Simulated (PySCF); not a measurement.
Simulated Cl 2p region for GeBr2Cl2 (`[Cl][Ge]([Cl])([Br])[Br]`), binding energy against the vacuum level.

Every computed line was given a Gaussian of 0.4 eV full width at half maximum and an area set by the number of equivalent atoms (split 2:1 within a doublet); the highest printed point is 100. Computed, not measured: PySCF 2.14.0, delta-SCF UKS SCAN, pcX-2 on the ionised atom, pcseg-1 elsewhere, spin-free X2C.

binding energy (eV), intensity and a bar:
```
    205.8          0 
    205.9          2 #
    206.0          8 ##
    206.1         25 ########
    206.2         56 #################
    206.3         89 ###########################
    206.4        100 ##############################
    206.5         79 ########################
    206.6         44 #############
    206.7         18 #####
    206.8          5 #
    206.9          1 
    207.0          0 
    207.1          0 
    207.2          0 
    207.3          0 
    207.4          0 
    207.5          0 
    207.6          2 #
    207.7          7 ##
    207.8         19 ######
    207.9         36 ###########
    208.0         49 ###############
    208.1         47 ##############
    208.2         32 #########
    208.3         15 #####
    208.4          5 ##
    208.5          1 
    208.6          0
```

**Question.** How many maxima does the curve show, and how many computed lines lie under it?

**Answer.** The curve has 2 maxima (at 206.4 and 208.0 eV). Under it lie 2 lines from 1 inequivalent chlorine site, drawn as a 2p3/2, 2p1/2 pair.

**Question.** Decompose the envelope and assign each component. Bonds: Ge1–Br2, Ge1–Br3, Ge1–Cl4, Ge1–Cl5.

**Answer.** 
```
position (eV)  relative area      line    atoms            environment
       206.38           1.33  Cl 2p3/2  Cl4/Cl5  chlorine bonded to Ge
       208.04           0.67  Cl 2p1/2  Cl4/Cl5  chlorine bonded to Ge
```

No satellites, vibrations or lifetime broadening are included. Atoms equivalent by their bonding share one computed value, that of the first of them. Spin–orbit coupling isn't in the SCF: each 2p doublet comes from a relaxed spin-free hole plus a matrix of the shell (mean-field spin–orbit coupling and the ground-state 2p splitting), with 2p3/2 averaged over its two sublevels. 2p1/2 minus 2p3/2 (ligand field included): Cl 1.65 eV. Isolated species at its PBE0-D3(BJ)/def2-SVP geometry, gas phase.
